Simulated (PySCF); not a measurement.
Zn(I)(Et) (C2H5IZn), SMILES [I][Zn][CH2]C.

The structure is a stationary point at PBE0-D3(BJ)/def2-SVP. The structure was generated by enumeration; whether it is a known compound was not checked. The def2 effective core potentials stand for the cores of I; spin–orbit coupling is left out. One conformer was computed; it need not be the lowest.

Calculation: TDA-PBE/def2-SVPD in PySCF.

Vertical excitations.  State labels are in the subgroup Cs.

| state | symmetry | energy (eV) | λ (nm) | f | main pairs |
|---|---|---|---|---|---|
| S1 | A" | 4.94 | 251 | 0.027 | HOMO→LUMO 99 % |
| S2 | A' | 4.95 | 250 | 0.027 | HOMO−1→LUMO 99 % |
| S3 | A" | 5.23 | 237 | 0.001 | HOMO→LUMO+1 94 % |
| S4 | A' | 5.30 | 234 | 0.000 | HOMO−1→LUMO+1 61 %, HOMO→LUMO+2 39 % |
| S5 | A" | 5.33 | 233 | 0.000 | HOMO−1→LUMO+2 95 % |
| S6 | A' | 5.53 | 224 | 0.022 | HOMO−2→LUMO 36 %, HOMO−2→LUMO+1 33 %, HOMO→LUMO+2 19 %, HOMO−1→LUMO+1 9 % |
| S7 | A' | 5.61 | 221 | 0.024 | HOMO−2→LUMO+1 63 %, HOMO→LUMO+2 16 % |
| S8 | A" | 5.66 | 219 | 0.009 | HOMO−2→LUMO+2 98 % |
| S9 | A' | 6.15 | 202 | 0.585 | HOMO−2→LUMO 39 %, HOMO→LUMO+2 17 %, HOMO−3→LUMO 14 %, HOMO−1→LUMO+1 13 % |
| S10 | A" | 6.60 | 188 | 0.008 | HOMO→LUMO+3 100 % |
| T1 | A" | 4.66 | 266 | 0 | HOMO→LUMO 99 % |
| T2 | A' | 4.67 | 266 | 0 | HOMO−1→LUMO 99 % |
| T3 | A' | 4.68 | 265 | 0 | HOMO−2→LUMO 98 % |
| T4 | A' | 4.98 | 249 | 0 | HOMO−1→LUMO+1 74 %, HOMO→LUMO+2 25 % |
Triplets are in the Tamm–Dancoff approximation.
